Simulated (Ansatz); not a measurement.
A nudged elastic band was laid between two geometries of H4OSn + H4Si (11 atoms, charge 0, multiplicity 1).

All numbers below come from Ansatz, RKS B3LYP/def2-SVP.

| Item | Value |
| --- | --- |
| movable images | 5 |
| climbing image | yes |
| spring | 5.0 eV/Å² |
| optimiser | quadratic models (default) |
| start path | through a guess of the saddle point |
| force threshold | 0.05 eV/Å |
| iteration limit | 60 |
| end points | relaxed |

First end point:

```xyz
11
Properties=species:S:1:pos:R:3
Sn -0.637 1.151 -0.418
O 0.017 0.306 1.283
H -0.663 -0.231 1.712
H 0.722 2.059 -0.926
H -2.001 2.143 -0.064
H -1.065 -0.088 -1.538
Si 2.010 -3.347 1.854
H 0.995 -4.440 1.809
H 3.005 -3.563 0.764
H 2.708 -3.385 3.171
H 1.339 -2.029 1.671
```

Last end point:

```xyz
11
Properties=species:S:1:pos:R:3
Sn 0.555 0.040 -0.355
O -0.895 -0.985 2.316
H -1.245 -1.887 2.315
H 1.424 0.503 -1.779
H 0.530 1.406 0.687
H -1.048 -0.341 -0.844
Si 1.694 -1.987 0.782
H 0.765 -3.156 0.848
H 2.913 -2.431 0.038
H 2.121 -1.651 2.174
H -0.383 -0.934 3.136
```

**Question.** Which bonds break or form, and what moves?

**Answer.** Bonds broken: Sn1–O2, Si7–H11. Bonds formed: Sn1–Si7, O2–H11. H4OSn + H4Si becomes H2O + H6SiSn.

**Question.** Give the energies along the band, and the barrier.

**Answer.** The forces met the threshold. The highest image is number 3 of 0 to 6, 37.2 kcal/mol above the first end and 43.4 kcal/mol above the last; the last end lies 6.2 kcal/mol below the first. Neighbouring images differ by up to 1.6 eV, so the band resolves the path poorly. A vibrational analysis at the climbing image gives one clearly imaginary mode, 857i cm⁻¹: a first-order saddle point. The orbitals stay closed-shell, which can raise the energy where a bond breaks towards radicals; this wasn't checked here.

| image | path coordinate (Å) | energy (kcal/mol) | Sn1–O2 (Å) | Si7–H11 (Å) | Sn1–Si7 (Å) |
| --- | --- | --- | --- | --- | --- |
| 0 | 0.00 | 0.0 | 2.01 | 1.49 | 5.69 |
| 1 | 1.65 | 0.2 | 2.01 | 1.49 | 5.09 |
| 2 | 3.29 | 1.1 | 2.01 | 1.49 | 4.22 |
| 3 | 4.94 | 37.2 | 2.18 | 1.98 | 3.30 |
| 4 | 7.12 | -0.8 | 3.12 | 2.81 | 2.61 |
| 5 | 9.29 | -3.3 | 3.47 | 3.39 | 2.59 |
| 6 | 11.47 | -6.2 | 3.21 | 3.31 | 2.59 |

**Question.** What is the geometry of the highest image?

**Answer.** 
```xyz
11
Properties=species:S:1:pos:R:3:forces:R:3
Sn 0.016 0.113 -0.132 0.00 0.00 -0.01
O -0.043 0.043 2.050 -0.01 0.02 0.00
H -0.911 -0.050 2.487 0.00 0.00 0.00
H 1.557 0.697 -0.566 0.00 0.00 0.00
H -1.161 1.373 -0.167 0.00 0.00 0.00
H -0.593 -1.244 -0.979 0.00 0.00 0.00
Si 1.526 -2.476 1.245 0.00 0.00 0.00
H 0.658 -3.659 0.911 0.00 0.00 0.00
H 2.481 -2.366 0.086 0.00 0.00 0.00
H 2.381 -2.914 2.403 0.00 0.00 0.00
H 0.519 -0.941 1.981 0.00 -0.01 0.00
```

The run took 110 s on 2 threads of AMD EPYC 9R45 96-Core Processor (Zen 5), with other jobs on the host, peak memory 0.24 GiB.
